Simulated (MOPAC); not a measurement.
MOPAC input (PM6):

```
PM6 FORCE THERMO(298,298) PRECISE LET GEO-OK AUX(PRECISION=9) THREADS=1
ClFPb

Pb    0.14670641 1    0.12829605 1    0.43109712 1
F     0.82707159 1    1.32170716 1   -1.10745355 1
Cl   -1.08556965 1   -1.26749565 1   -1.30908570 1
```

From the output:

```
    Cl    3   1.131755   0.071586   1.079176

          HEAT OF FORMATION =     -68.510807 KCALS/MOLE

          ZERO POINT ENERGY       1.170 KCAL/MOL

           NORMAL COORDINATE ANALYSIS (Total motion = 1 Angstrom)

   Root No.       1         2         3

                 1 A'      2 A'      3 A'

                  69.7     248.5     500.5

           1   -0.0423   -0.0104   -0.0840
           2   -0.0408   -0.1400    0.0001
           3    0.0000    0.0000   -0.0000
           4   -0.0531   -0.0026    0.9089
           5    0.6435    0.0844    0.0097
           6   -0.0000   -0.0000   -0.0000
           7    0.2757    0.0621    0.0040
           8   -0.1064    0.7727   -0.0058
           9    0.0000   -0.0000    0.0000

           MASS-WEIGHTED COORDINATE ANALYSIS (NORMAL COORDINATES)

   Root No.       1         2         3

                 1 A'      2 A'      3 A'

                  69.7     248.5     500.5

           1   -0.1778   -0.0296   -0.2920
           2   -0.1714   -0.3988    0.0003
           3    0.0000    0.0000   -0.0000
           4   -0.0675   -0.0022    0.9563
           5    0.8188    0.0728    0.0102
           6   -0.0000   -0.0000   -0.0000
           7    0.4793    0.0732    0.0058
           8   -0.1850    0.9107   -0.0083
           9    0.0000   -0.0000    0.0000

          DESCRIPTION OF VIBRATIONS

 VIBRATION          1    1A'         ATOM PAIR     ENERGY CONTRIBUTION    RADIAL
 FREQUENCY            69.75         Pb1 -- F 2         +71.0% ( 87.7%)      1.2%
 TRANSITION DIPOLE   0.7899         Pb1 -- Cl3         +29.0% ( 56.0%)      0.0%
 TRAVEL (Ang.)       0.2850
 REDUCED MASS       11.8984
 EFFECTIVE MASS     46.9025
 FORCE CONSTANT      0.0341

 VIBRATION          2    2A'         ATOM PAIR     ENERGY CONTRIBUTION    RADIAL
 FREQUENCY           248.45         Pb1 -- Cl3         +97.2% ( 99.5%)     99.8%
 TRANSITION DIPOLE   3.3985         Pb1 -- F 2          +2.8% ( 17.0%)      0.3%
 TRAVEL (Ang.)       0.0951
 REDUCED MASS       30.0045
 EFFECTIVE MASS     53.2665
 FORCE CONSTANT      1.0912

 VIBRATION          3    3A'         ATOM PAIR     ENERGY CONTRIBUTION    RADIAL
 FREQUENCY           500.55         Pb1 -- F 2         +99.3% (100.0%)    100.0%
 TRANSITION DIPOLE   1.3878         Pb1 -- Cl3          +0.7% (  8.6%)      0.0%
 TRAVEL (Ang.)       0.0880
 REDUCED MASS       17.3995
 EFFECTIVE MASS     27.1973
 FORCE CONSTANT      2.5685

      SYMMETRY NUMBER FOR POINT-GROUP Cs  =  1

          SYSTEM IS A GROUND STATE

 ClFPb

          MOLECULE IS NOT LINEAR

          THERE ARE  3 GENUINE VIBRATIONS IN THIS SYSTEM
          THIS THERMODYNAMICS CALCULATION IS LIMITED TO
          MOLECULES WHICH HAVE NO INTERNAL ROTATIONS

                    CALCULATED THERMODYNAMIC PROPERTIES
                                          *
   TEMP. (K)   PARTITION FUNCTION   H.O.F.    ENTHALPY  HEAT CAPACITY ENTROPY
                                   KCAL/MOL   CAL/MOLE    CAL/K/MOL  CAL/K/MOL

 298.00  VIB.     0.5496D+01                   944.6184     4.9819     6.5562
         ROT.     0.1531D+06                   888.2803     2.9808    26.7053
         INT.     0.8413D+06                  1832.8987     7.9627    33.2615
         TRA.     0.4092D+28                  1480.4672     4.9680    42.5829
         TOT.                      -68.511    3313.3658    12.9307    75.8444

   *: NOTE: HEATS OF FORMATION ARE RELATIVE TO THE
            ELEMENTS IN THEIR STANDARD STATE AT 298K
              (=  Standard Enthalpy of Formation).

            Hvib:  Zero-point energy is not included.
                   frequencies of less than zero cm-1 are not included.
            Hrot = (3/2)RT
            Htra = (3/2)RT + pV = (5/2)RT

            Heat capacity is Cp, not Cv

          For more information, see: HTTP://OpenMOPAC.net/Manual/thermochemistry.html

           FORCE CONSTANT IN CARTESIAN COORDINATES (Millidynes/A)

    ATOM   CHEMICAL       X               Y               Z
   NUMBER   SYMBOL  FORCE CONSTANT  FORCE CONSTANT  FORCE CONSTANT

      1      Pb        2.632930        1.215899        0.000438
      2       F        2.565105        0.040514        0.000177
      3      Cl        0.030455        1.073308        0.000310

 **********************
 *                    *
 * JOB ENDED NORMALLY *
 *                    *
 **********************

 == MOPAC DONE ==
```
